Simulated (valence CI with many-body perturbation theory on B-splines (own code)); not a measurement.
# Energy levels of Zr

Computed by relativistic CI+MBPT: four valence electrons over a frozen Dirac-Fock core [Kr], a basis of 7 s, 7 p, 8 d, 6 f, 4 g, 1 h functions for each j, with the one-electron correlation potential Σ1, the two-electron term Σ2, the three-electron term Σ3, Breit, model QED; selected CI, second order for the rest, scaled by the run's own slope (own B-spline code, finite nucleus).

Set against measurement, 57 paired levels are off by 267 cm⁻¹ on average, the worst by 575. These come from a selection out of the NIST Handbook of Basic Atomic Spectroscopic Data. Levels without a partner in it may be off by more, other configurations by 1,000 to 4,000 cm⁻¹. Among the levels kept, up to 710 cm⁻¹ of a level comes from second order outside the variational space, and about a tenth of that is noise between levels of different J, which matters for small intervals. 5 measured levels below the end of the list, from 13142 cm⁻¹ on, found no clear computed partner, and computed levels of the same name lie up to 8006 cm⁻¹ from them.

Levels 46 to 90 of 215, with energies above the lowest level, 4d²5s² ³F_2. "Leading %" is the weight of the configuration and term that name the level; weights of strongly mixed levels are sums over their largest components and can fall short. In the jj column 3d3/2^4 stands for four electrons in 3d with j = 3/2. Lifetimes count E1, E2, E3, M1 and M2 decay at the calculated energies, and are blank where another channel may lead or the interval is too uncertain; long ones can be off by a factor of two.

| No. | Configuration | Term | J | E (eV) | Leading % | Lifetime | Second component | Leading jj |
| --- | --- | --- | --- | --- | --- | --- | --- | --- |
| 46 | 4d²5s5p | ⁵F° | 4 | 2.164 | 78 | 254 ns | 8 % 4d²5s5p ³F° | 4d3/2 4d5/2 5s 5p3/2 (30 %) |
| 47 | 4d³5s | ³P | 2 | 2.175 | 62 | 39.4 ms | 19 % 4d²5s² ³P | 4d5/2^3 5s (22 %) |
| 48 | 4d³5s | ³P | 0 | 2.177 | 73 | 30.6 ms | 15 % 4d²5s² ³P | 4d3/2 4d5/2^2 5s (71 %) |
| 49 | 4d²5s5p | ³D° | 2 | 2.183 | 22 | 403 ns | 20 % 4d5s²5p ¹D° | 4d5/2 5s^2 5p1/2 (16 %) |
| 50 | 4d²5s5p | ⁵F° | 5 | 2.218 | 90 | 232 ns |  | 4d5/2^2 5s 5p3/2 (42 %) |
| 51 | 4d³5s | ¹G | 4 | 2.226 | 69 | 175 ms | 17 % 4d²5s² ¹G | 4d3/2^2 4d5/2 5s (26 %) |
| 52 | 4d²5s5p | ³D° | 3 | 2.231 | 41 | 310 ns | 18 % 4d5s²5p ³D° | 4d5/2^2 5s 5p3/2 (26 %) |
| 53 | 4d³5s | ¹P | 1 | 2.287 | 72 | 745 μs | 14 % 4d³5s ³P | 4d5/2^3 5s (54 %) |
| 54 | 4d²5s5p | ⁵D° | 0 | 2.309 | 86 | 149 ns |  | 4d3/2^2 5s 5p3/2 (72 %) |
| 55 | 4d³5s | ¹H | 5 | 2.323 | 90 | 728 ms |  | 4d3/2 4d5/2^2 5s (69 %) |
| 56 | 4d²5s5p | ⁵D° | 1 | 2.325 | 85 | 147 ns |  | 4d3/2^2 5s 5p3/2 (49 %) |
| 57 | 4d²5s5p | ⁵D° | 2 | 2.353 | 84 | 148 ns | 4 % 4d²5s5p ³D° | 4d3/2 4d5/2 5s 5p3/2 (50 %) |
| 58 | 4d³5s | ¹D | 2 | 2.368 | 64 | 535 μs | 11 % 4d²5s² ¹D | 4d3/2 4d5/2^2 5s (32 %) |
| 59 | 4d²5s5p | ⁵D° | 3 | 2.390 | 84 | 149 ns |  | 4d3/2 4d5/2 5s 5p3/2 (39 %) |
| 60 | 4d²5s5p | ⁵D° | 4 | 2.415 | 89 | 154 ns |  | 4d5/2^2 5s 5p1/2 (32 %) |
| 61 | 4d²5s5p | ¹S° | 0 | 2.483 | 40 | 934 ns | 21 % 4d³5p ¹S° | 4d3/2 4d5/2 5s 5p3/2 (39 %) |
| 62 | 4d²5s5p | ³P° | 2 | 2.526 | 48 | 275 ns | 24 % 4d5s²5p ³P° | 4d5/2 5s^2 5p3/2 (16 %) |
| 63 | 4d³5s | ³F | 4 | 2.528 | 80 | 191 μs | 7 % 4d⁴ ³F | 4d3/2 4d5/2^2 5s (59 %) |
| 64 | 4d²5s5p | ³P° | 1 | 2.532 | 46 | 223 ns | 27 % 4d5s²5p ³P° | 4d3/2 4d5/2 5s 5p3/2 (24 %) |
| 65 | 4d³5s | ³F | 3 | 2.534 | 80 | 99.9 μs | 8 % 4d⁴ ³F | 4d3/2 4d5/2^2 5s (52 %) |
| 66 | 4d³5s | ³F | 2 | 2.540 | 79 | 71.6 μs | 8 % 4d⁴ ³F | 4d3/2 4d5/2^2 5s (41 %) |
| 67 | 4d²5s5p | ³P° | 0 | 2.577 | 29 | 262 ns | 22 % 4d²5s5p ¹S° | 4d5/2^2 5s 5p3/2 (36 %) |
| 68 | 4d⁴ | ⁵D | 0 | 2.606 | 86 | 17.9 μs |  | 4d3/2^2 4d5/2^2 (56 %) |
| 69 | 4d⁴ | ⁵D | 1 | 2.616 | 88 | 18.4 μs |  | 4d3/2^3 4d5/2 (46 %) |
| 70 | 4d²5s² | ¹S | 0 | 2.622 | 80 | 2.12 ms | 6 % 4d⁴ ¹S | 4d5/2^2 5s^2 (55 %) |
| 71 | 4d⁴ | ⁵D | 2 | 2.634 | 88 | 19.7 μs |  | 4d3/2^2 4d5/2^2 (59 %) |
| 72 | 4d⁴ | ⁵D | 3 | 2.659 | 88 | 21.8 μs |  | 4d3/2 4d5/2^3 (40 %) |
| 73 | 4d²5s5p | ³G° | 3 | 2.675 | 85 | 125 ns | 6 % 4d³5p ³G° | 4d3/2 4d5/2 5s 5p1/2 (34 %) |
| 74 | 4d⁴ | ⁵D | 4 | 2.691 | 88 | 25.2 μs |  | 4d3/2 4d5/2^3 (40 %) |
| 75 | 4d²5s5p | ³G° | 4 | 2.711 | 84 | 114 ns | 7 % 4d³5p ³G° | 4d3/2 4d5/2 5s 5p3/2 (23 %) |
| 76 | 4d²5s5p | ³S° | 1 | 2.712 | 77 | 87.6 ns | 14 % 4d³5p ³S° | 4d3/2 4d5/2 5s 5p1/2 (24 %) |
| 77 | 4d²5s5p | ³G° | 5 | 2.763 | 83 | 112 ns | 7 % 4d³5p ³G° | 4d5/2^2 5s 5p3/2 (40 %) |
| 78 | 4d²5s5p | ¹D° | 2 | 2.796 | 70 | 75.2 ns | 13 % 4d³5p ¹D° | 4d3/2 4d5/2 5s 5p1/2 (24 %) |
| 79 | 4d³5s | ¹F | 3 | 2.815 | 77 | 88.0 μs | 12 % 4d⁴ ¹F | 4d3/2 4d5/2^2 5s (49 %) |
| 80 | 4d²5s5p | ³D° | 1 | 2.824 | 33 | 79.3 ns | 29 % 4d³5p ³D° | 4d3/2 4d5/2 5s 5p1/2 (15 %) |
| 81 | 4d²5s5p | ⁵S° | 2 | 2.854 | 80 | 158 ns | 6 % 4d²5s5p ³D° | 4d3/2 4d5/2 5s 5p3/2 (33 %) |
| 82 | 4d³5p | ³D° | 2 | 2.862 | 16 | 99.5 ns | 14 % 4d²5s5p ³F° | 4d3/2 4d5/2 5s 5p1/2 (22 %) |
| 83 | 4d²5s5p | ⁵D° | 0 | 2.866 | 90 | 537 ns | 5 % 4d³5p ⁵D° | 4d3/2^2 5s 5p1/2 (32 %) |
| 84 | 4d²5s5p | ⁵D° | 1 | 2.881 | 89 | 481 ns | 5 % 4d³5p ⁵D° | 4d3/2 4d5/2 5s 5p1/2 (40 %) |
| 85 | 4d²5s5p | ³F° | 3 | 2.892 | 40 | 206 ns | 17 % 4d²5s5p ¹F° | 4d3/2 4d5/2 5s 5p3/2 (24 %) |
| 86 | 4d²5s5p | ³F° | 2 | 2.894 | 30 | 146 ns | 8 % 4d³5p ³D° | 4d3/2 4d5/2 5s 5p3/2 (28 %) |
| 87 | 4d²5s5p | ¹F° | 3 | 2.910 | 18 | 116 ns | 15 % 4d³5p ³D° | 4d3/2 4d5/2 5s 5p1/2 (17 %) |
| 88 | 4d²5s5p | ⁵D° | 2 | 2.912 | 86 | 346 ns | 5 % 4d³5p ⁵D° | 4d3/2 4d5/2 5s 5p1/2 (46 %) |
| 89 | 4d²5s5p | ³F° | 4 | 2.948 | 60 | 314 ns | 7 % 4d5s²5p ³F° | 4d3/2 4d5/2 5s 5p3/2 (22 %) |
| 90 | 4d²5s5p | ⁵D° | 3 | 2.957 | 85 | 330 ns | 5 % 4d³5p ⁵D° | 4d3/2 4d5/2 5s 5p3/2 (47 %) |

Names give the largest LS component (configuration and term), which can be under half, so a name can repeat, a term be missing and a line seem to break the LS rules; names also repeat where a configuration has a term twice.

Where two levels of one J and parity lie close, their mixing, g and order are uncertain.
